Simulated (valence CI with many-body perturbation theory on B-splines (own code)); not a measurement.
# Se IV: what the settings do

Level of theory: configuration interaction combined with many-body perturbation theory (CI+MBPT): three valence electrons over a frozen Dirac-Fock core [Ar] 3d10, a basis of 6 s, 6 p, 5 d, 3 f, 1 g functions for each j, with the one-electron correlation potential Σ1 (screened to all orders), the two-electron term Σ2, the three-electron term Σ3, Breit, model QED; selected single and double excitations, second order for the rest, scaled by the run's own slope (own B-spline code, finite nucleus).

Against 13 measured levels this calculation errs by 125 cm⁻¹ on average and by 242 at most. These come from a selection out of Moore, Atomic Energy Levels, vol. II, NSRDS-NBS 35 (1971 reprint of NBS Circular 467, 1952), an old analysis. Levels without a partner in it may be off by more.

The reference run has the lowest level 4s²4p ²P°_1/2 and an ionisation energy of 42.9425 eV. Its largest variational space holds 4850 state functions.

Changed runs:
A. screening of Σ1 on → off
B. hole-hole ladder in Σ2 on → off
C. Breit term on → off; selection threshold (hartree) 2e-08 → 2e-07
D. start configuration 4s2 4p1 → 4s2 5p1 (bad on purpose)

Excitation energies of the reference run in cm⁻¹, and shifts in cm⁻¹:

```tsv
Level	Reference	A	B	C
4s²4p ²P°_3/2	4362	+27	-0.4	+87
4s4p² ⁴P_1/2	79045	+317	-26	-9.0
4s4p² ⁴P_3/2	80791	+329	-26	+29
4s4p² ⁴P_5/2	83228	+344	-26	+78
4s4p² ²D_3/2	103970	+356	-12	+71
4s4p² ²D_5/2	104464	+359	-12	+91
4s4p² ²S_1/2	128723	+359	+14	+43
4s4p² ²P_1/2	136214	+376	+6.3	+67
4s4p² ²P_3/2	138449	+386	+5.1	+96
4s²4d ²D_3/2	153205	+310	-2.2	+166
4s²4d ²D_5/2	153597	+308	-2.1	+182
4s²5s ²S_1/2	157162	+37	-16	+147
Ionisation energy (eV)	42.9425	+0.0253	-0.0027	+0.0228
```

Run D: It gave no result: the start configuration must fill the lowest shells above the core. The program said: "5p is not the lowest shell of its kind above the core".
